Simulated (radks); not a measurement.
The table gives one normalised radial function P(r) = r R(r) of In48+ in 1s1 (r in bohr). Method: scalar-relativistic Kohn-Sham, exchange-only LDA, spin-polarised, spherical densities, point nucleus; open shells are filled with parallel spins first (spin-orbit coupling, left out, can overturn this in heavy ions); computed with a radial shooting solver on a logarithmic mesh with Libxc functionals.

| r | P |
|---|---|
| 0.001598 | 1.2148 |
| 0.00186 | 1.3821 |
| 0.002165 | 1.5693 |
| 0.002521 | 1.7774 |
| 0.002935 | 2.0073 |
| 0.003389 | 2.2457 |
| 0.003946 | 2.5186 |
| 0.004593 | 2.8120 |
| 0.005348 | 3.1233 |
| 0.006225 | 3.4480 |
| 0.00719 | 3.7623 |
| 0.00837 | 4.0924 |
| 0.009744 | 4.4094 |
| 0.01134 | 4.6989 |
| 0.0131 | 4.9319 |
| 0.01525 | 5.1158 |
| 0.01775 | 5.2156 |
| 0.02067 | 5.2115 |
| 0.02406 | 5.0870 |
| 0.02779 | 4.8488 |
| 0.03235 | 4.4702 |
| 0.03766 | 3.9729 |
| 0.04384 | 3.3838 |
| 0.05104 | 2.7426 |
| 0.05895 | 2.1314 |
| 0.06862 | 1.5305 |
| 0.07989 | 1.0170 |
| 0.093 | 0.6174 |
| 0.1083 | 0.3375 |

Which n and l does it have? It may be an empty orbital.

Answer. n = 1, l = 0: the number of nodes gives n - l - 1 = 0, the rise at small r (about r^(l+1), flatter next to the nucleus through relativity) gives l, and the extent must fit the shell. The curve is that of 1s up; the table hardly tells the two spins apart. 1s up: eigenvalue -33411 eV, 0 radial nodes, <r> = 0.0293 bohr, 90 % of the charge inside 0.0525 bohr.
